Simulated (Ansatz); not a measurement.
CH₄BInO (`[InH2][CH]1BO1`). Charge 0, multiplicity 1. In takes the def2 core potential.

```tsv
atom	x (Å)	y (Å)	z (Å)
In1	-0.931	-1.215	0.549
C2	0.376	0.053	-0.584
B3	0.678	1.502	-0.266
O4	1.589	0.640	0.159
H5	-0.840	-1.158	2.267
H6	-2.053	-2.207	-0.305
H7	0.673	-0.289	-1.576
H8	0.508	2.674	-0.245
```

Q: What are the harmonic wavenumbers in cm⁻¹ at PBE0-D4/def2-TZVP (Ansatz, finite differences of forces, unscaled)? (Estimate.)

A: Computed: 126, 177, 188, 348, 505, 521, 587, 677, 769, 878, 978, 1080, 1210, 1443, 1816, 1827, 2739, 3103.

Q: Is this a minimum?

A: Yes, all 18 modes are real.

Q: Give the ideal-gas thermochemistry at 298.15 K and 1 bar (rigid rotor, harmonic oscillator; point group C1, symmetry number 1).

A: Zero-point energy 113.5 kJ/mol; H(298) − E = 131.7 kJ/mol; entropy 328.7 J/(mol·K), of which translation 172.0, rotation 108.8, vibration 48.0; G(298) − E = 33.8 kJ/mol.

Q: And at 400, 500, 600, 800 and 1000 K?

A: 
| T (K) | H − E (kJ/mol) | S (J/mol/K) | G − E (kJ/mol) |
| --- | --- | --- | --- |
| 400 | 141.9 | 357.8 | -1.2 |
| 500 | 153.2 | 383.1 | -38.3 |
| 600 | 165.7 | 405.8 | -77.8 |
| 800 | 193.0 | 445.0 | -163.0 |
| 1000 | 222.7 | 478.1 | -255.4 |

Q: Rotational constants (cm⁻¹)?

A: 0.6112, 0.06375, 0.06272.
